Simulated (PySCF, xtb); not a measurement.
Ge(H)2(OEt)(NH2) (C₂H₉GeNO), SMILES CC[O][GeH2][NH2]. The values are those of a single conformer.

Harmonic wavenumbers (cm⁻¹) from GFN2-xTB in xtb 6.7.1 at its own minimum, in rising order: 22, 64, 114, 152, 208, 226, 309, 483, 518, 567, 628, 644, 676, 769, 800, 833, 945, 1080, 1118, 1145, 1265, 1343, 1398, 1475, 1488, 1492, 1496, 1799, 2063, 2861, 2889, 3037, 3044, 3050, 3425, 3464.

**Question.** What does PBE-D3(BJ)/def2-SVP in PySCF 2.14.0 give at its own minimum? (Estimate from the structure and the level; the computed values follow.)

**Answer.** 41, 97, 150, 166, 252, 294, 327, 436, 498, 639, 673, 683, 764, 792, 814, 882, 915, 1073, 1098, 1133, 1251, 1324, 1364, 1401, 1425, 1451, 1490, 2057, 2088, 2889, 2945, 2973, 3069, 3070, 3465, 3568. Paired by order, the mean absolute difference is 44 cm⁻¹ and the zero-point energies are 67.0 and 68.0 kcal/mol.
